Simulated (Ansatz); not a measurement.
Calculated with Ansatz (gas phase, PBE0-D4/def2-TZVP geometries, no zero-point term in ΔE). CCSD(T)/CBS adds triple-zeta CCSD(T) − MP2 to the extrapolated MP2 energy (def2 sets, frozen cores). This one scheme is used for every species. Functionals use def2-TZVPP. B3LYP here is the variant with VWN-RPA as its local correlation; programs differ in this. For Ge outer-core shells are correlated without core-valence functions, which leaves a few kJ/mol of doubt a bond. Scalar relativity is left out up to krypton. One conformer a species, not always the lowest.

Reaction (ligand exchange at a Ge–O bond): `[OH][GeH]([OH])[Cl]` + HCl → `[OH][GeH]([Cl])[Cl]` + H₂O

(1) Is it downhill or uphill in electronic energy at CCSD(T)/CBS, and by how much? (An estimate is asked.)

(2) What do these levels give: r2SCAN-D4, B3LYP-D4, r2SCANh-D4, B2PLYP, MP2/def2-SVP, CCSD(T)/def2-TZVPP? (Best estimate.)

Largest T1 diagnostic among the species: 0.011.

Answers

(1) The calculation gave: Downhill: ΔE = -8.1 kcal/mol.

(2) The calculation gave: r2SCAN-D4 -8.0, B3LYP-D4 -8.3, r2SCANh-D4 -8.3, B2PLYP -7.4, MP2/def2-SVP -6.0, CCSD(T)/def2-TZVPP -7.0 kcal/mol.

At CCSD(T), def2-SVP lies +2.2 kcal/mol from the extrapolated value and def2-TZVPP +1.1 kcal/mol. Leaving LDA and LC-ωPBE aside and taking each functional with its dispersion term where it has one, the values, not all of them listed here, spread over 2.2 kcal/mol, from HSE06-D4 to CAM-B3LYP-D4. LDA lies +1.0 kcal/mol from PBE without D4.
